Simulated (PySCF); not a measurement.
[PtH5]-: breathing scan

Method: PBE0 in PySCF with Pt def2-TZVPD with ECP60, H def2-TZVPD; scalar-relativistic core potentials, no spin–orbit coupling; density-fitted integrals.

Rigid scan from the singlet minimum (H–H 0.966 Å, Pt–H 1.595 Å, Pt–H 1.649 Å (×2), Pt–H 1.677 Å (×2); H–H–Pt 73.3° (×2), H–Pt–H 33.5°, H–Pt–H 80.2° (×2), H–Pt–H 83.1° (×2), H–Pt–H 113.7° (×2), H–Pt–H 163.3° (×2), H–Pt–H 166.1°). Coordinate: all bonds to the central atom scaled together. Energies in kJ/mol from the minimum.

| scale of all bonds to the centre | E (kJ/mol) | dipole size (D, about the centre of mass) |
| --- | --- | --- |
| 0.88 | 212.4 | 1.47 |
| 0.92 | 84.2 | 1.53 |
| 0.96 | 18.9 | 1.59 |
| 1.00 | 0.0 | 1.66 |
| 1.04 | 15.3 | 1.72 |
| 1.08 | 55.1 | 1.78 |
| 1.14 | 145.8 | 1.87 |
| 1.22 | 298.7 | 2.00 |
| 1.35 | 569.1 | 2.19 |

At long bonds a restricted determinant can lie too high, and another spin state can fall below this curve.

Spin–orbit coupling, left out here, can matter for elements this heavy.
